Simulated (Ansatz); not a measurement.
This geometry of BFH2 + BrH (6 atoms, charge 0, multiplicity 1) is a first-order saddle point.

Level of theory: RKS B3LYP/def2-SVP in Ansatz 0.2.0.

```xyz
6
Properties=species:S:1:pos:R:3
B 0.010 -0.174 0.040
F 0.006 0.125 1.549
H 1.063 0.109 -0.452
H -1.063 0.040 -0.444
Br 0.082 -2.335 0.559
H 0.045 -1.048 1.671
```

Which two structures does it join? (They come from a converged band through this point; their orientation in space is the band's.)

Bonds broken: B1–F2, Br5–H6. Bonds formed: B1–Br5, F2–H6. BFH2 + BrH becomes BBrH2 + FH.

First end point:

```xyz
6
Properties=species:S:1:pos:R:3
B -0.013 0.463 -0.163
F 0.000 0.290 1.153
H 1.049 0.577 -0.720
H -1.087 0.504 -0.709
Br 0.119 -3.235 1.450
H 0.076 -1.883 1.911
```

Last end point:

```xyz
6
Properties=species:S:1:pos:R:3
B 0.016 -0.421 -0.166
F 0.008 0.142 1.740
H 1.058 0.081 -0.474
H -1.060 0.010 -0.463
Br 0.084 -2.358 0.210
H 0.039 -0.738 2.075
```

How far does it lie above each of them?

96.6 kJ/mol above the first and 25.7 kJ/mol above the second. This is the barrier of this one path; another mechanism may lie lower. The orbitals stay closed-shell, which can raise the energy where a bond breaks towards radicals; this wasn't checked here.

Run time: 5.8 min on 1 thread of Arm Neoverse V1, on a shared host, peak memory 0.17 GiB.
